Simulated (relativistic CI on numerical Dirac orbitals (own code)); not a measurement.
Spin-allowed bands of a d2 ion in an octahedral site, by hand

Problem. Take Δ = 15100 cm⁻¹ and B = 780 cm⁻¹ for a d2 ion in an octahedral site. Calculate the three spin-allowed bands.

Working.
1. The terms of highest spin are 3F (energy 0) and 3P (15B = 11700 cm⁻¹). Here the F term splits into A2 at +1.2Δ = 18120, T2 at +0.2Δ = 3020 and T1 at −0.6Δ = -9060 cm⁻¹.
2. The two T1 states mix through the element 0.4Δ: H = [[-9060, 6040], [6040, 11700]], with roots ½(H₁₁ + H₂₂) ∓ ½√[(H₂₂ − H₁₁)² + 4H₁₂²] = ½(2640) ∓ ½(24019) = -10689 and 13329 cm⁻¹.
3. The ground term is 3T1 at -10689 cm⁻¹.
4. Bands: 3T2 13709 cm⁻¹ (729 nm), 3T1(P) 24019 cm⁻¹ (416 nm), 3A2 28809 cm⁻¹ (347 nm).

Check. Exact diagonalisation of the whole d2 shell with these parameters gives 3T2 13709, 3T1 24019, 3A2 28809 cm⁻¹. The match is exact, since without spin-orbit coupling no other term has this spin. The ratio of the second band to the first, 1.752, depends on Δ/B = 19.4 alone, which is how a Tanabe-Sugano diagram is read.
